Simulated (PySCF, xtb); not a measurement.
Cl2H2OSSi, SMILES O[Si](S)(Cl)Cl.

GFN2-xTB (xtb 6.7.1) at its own geometry gives an orbital gap of 5.36 eV and a dipole moment of 3.29 D.

Geometry: PBE0-D3(BJ)/def2-SVP. The structure was generated by enumeration, and PubChem lists no compound with its InChIKey, so it may never have been made. One conformer was computed; it need not be the lowest.

Q: What does B3LYP/def2-TZVP run with PySCF give? (The exact figures need the calculation; the answer reports its results.)

A: gap 7.43 eV (levels -7.80 and -0.37 eV), dipole 1.65 D.
